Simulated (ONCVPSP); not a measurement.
# u(r) = r·R(r): atom against pseudo-atom (gold (Au))

Columns: radius, all-electron u(r) and pseudo u(r) of the 5s shell (level -108.37 eV) of gold in the configuration [Kr] 4d10 4f14 5s2 5p6 5d10 6s1; PBE, scalar-relativistic, ONCV scheme, ONCVPSP 4.0.1.

```tsv
r (bohr)	all-electron	pseudo
0.090	0.1463	0.1786
0.180	0.2522	0.3536
0.270	-0.5374	0.5207
0.360	-0.6427	0.6749
0.450	-0.1872	0.8104
0.540	0.3897	0.9215
0.630	0.8488	1.0036
0.720	1.1255	1.0537
0.810	1.2381	1.0702
0.900	1.2326	1.0541
0.990	1.1522	1.0078
1.080	1.0322	0.9356
1.170	0.8973	0.8435
1.260	0.7630	0.7389
1.350	0.6381	0.6302
1.440	0.5269	0.5253
1.530	0.4308	0.4306
1.620	0.3494	0.3493
1.710	0.2816	0.2815
1.800	0.2258	0.2257
1.890	0.1803	0.1803
1.980	0.1435	0.1435
2.070	0.1139	0.1139
2.160	0.0902	0.0901
2.250	0.0712	0.0712
2.340	0.0562	0.0561
```

(1) How many radial nodes do the two functions have?

(2) At about which radius was the pseudo-wave matched?

(3) Is the pseudo-wave norm-conserving?

Results:

(1) The all-electron 5s function has n − l − 1 = 4 (the table is too coarse to show those close to the nucleus); the pseudo-wave has 0, since the states of the same l below it are removed with the core.

(2) 1.60 bohr, where the columns begin to agree (steps of 0.09 bohr).

(3) Yes: the ONCV scheme keeps the norm inside the radius equal to the all-electron one, which fixes the energy derivative of the logarithmic derivative at the level.
